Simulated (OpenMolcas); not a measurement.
## Ru5+ in a point-charge field

Ru5+ among 5 point charges of -1.3 e arranged as a trigonal bipyramid (D3h), 2.1 Å from the ion, with the axial distance 1.848 Å.
```
   2.1000    0.0000    0.0000  -1.30
  -1.0500    1.8187    0.0000  -1.30
  -1.0500   -1.8187    0.0000  -1.30
   0.0000    0.0000    1.8480  -1.30
   0.0000    0.0000   -1.8480  -1.30
```

| Item | Value |
| --- | --- |
| Program | OpenMolcas |
| Method | CASSCF |
| Basis | ANO-RCC-VDZP [6s5p3d1f] |
| Scalar Hamiltonian | DKH2, point nucleus |
| Active space | 3 electrons in 5 orbitals (4d) |
| State averaging | 2S+1 = 4 even, 10 roots; 2S+1 = 2 even, 40 roots |
| Spin-orbit coupling | state interaction with AMFI integrals over the reference wave functions |

The lowest spin-free states (labels of D3, the rotations of D3h), above the lowest:

| State | Degeneracy | E (cm-1) | Free-ion L (%) |
| --- | --- | --- | --- |
| 4E | 2 | 0.0 | F (100) |
| 4E | 2 | 1093 | F (92) |
| 4A2 | 1 | 3899 | F (98) |
| 2S+1 = 4 | 2 | 5994 | F (100) |
| 4E | 2 | 16939 | P (92) |
| 2E | 2 | 17048 | G (94) |
| 2E | 2 | 17294 | G (82) |
| 2A2 | 1 | 17920 | G (83) |
| 2A1 | 1 | 17929 | G (83) |
| 2E | 2 | 18148 | G (81) |
| 2E | 2 | 18246 | H (100) |
| 2A1 | 1 | 18913 | G (92) |
| 2E | 2 | 21210 | D (47) |
| 2A2 | 1 | 21864 | P (80) |
| 4A2 | 1 | 23018 | P (98) |
| 2E | 2 | 23372 | H (94) |
| 2E | 2 | 23688 | D (46) |
| 2A1 | 1 | 25384 | D (93) |
| 2E | 2 | 25920 | H (46) |
| 2A1 | 1 | 26009 | H (84) |

The lowest levels with spin-orbit coupling:

```
E (cm-1)  Degeneracy  Label      2S+1                g
     0.0           2   E1/2         4   0.64 0.64 1.34
   621.0           2   E3/2         4   0.00 0.00 2.50
    1833           2   E1/2         4   0.00 0.00 6.34
    1980           2   E1/2         4   2.84 2.99 2.99
    3348           2   E1/2         4   0.63 4.47 4.47
    3505           2   E1/2         4   0.00 0.00 9.92
    3655           2   E3/2         4   0.00 0.00 3.70
    4663           2   E1/2         4   0.00 0.00 7.50
    6290           2   E3/2         4   0.00 0.00 0.57
    6814           2   E3/2         4   0.00 0.00 5.22
    7135           2   E1/2         4   1.86 6.06 6.06
    7864           2   E1/2         4   0.00 0.00 4.13
    9081           2   E1/2         4   0.00 0.00 8.02
   10110           2   E3/2         4  0.00 0.00 11.89
   17496           2   E1/2  4 (78 %)   2.58 2.58 2.82
   18292           2   E1/2  4 (85 %)   0.92 2.23 2.23
   18351           2   E3/2         2   0.00 0.00 8.79
   18377           2   E1/2         2   0.03 0.03 6.05
   18552           2   E1/2         2   0.02 0.02 5.54
   18824           2   E3/2  4 (86 %)   0.00 0.00 4.00
```

Powder χT (cm3 K/mol): 0.0826 at 2 K, 0.0867 at 10 K, 0.107 at 50 K, 0.133 at 100 K, 0.185 at 200 K, 0.237 at 300 K. The effective moment at 300 K is 2.828 √(χT) = 1.38 μB.

The lowest level has 2S+1 = 4, for which the spin-only value is χT = S(S+1) / 2 = 1.875 cm3 K/mol (g = 2). The computed 0.237 at 300 K differs by -1.638, through orbital momentum, spin-orbit coupling and any other state in reach.

An orbital doublet at a regular site is open to a Jahn-Teller distortion, which this geometry leaves out. Without dynamic correlation the repulsion within the d shell is too large (B by tens of per cent), so at a given field states of lower spin stand too high. Point charges carry no covalency, so the field is a model and not that of real ligands. An unlabelled pair can be two single states that coincide in this model. No measured value stands beside these numbers.

A state without a sure symmetry label is named by its multiplicity alone.
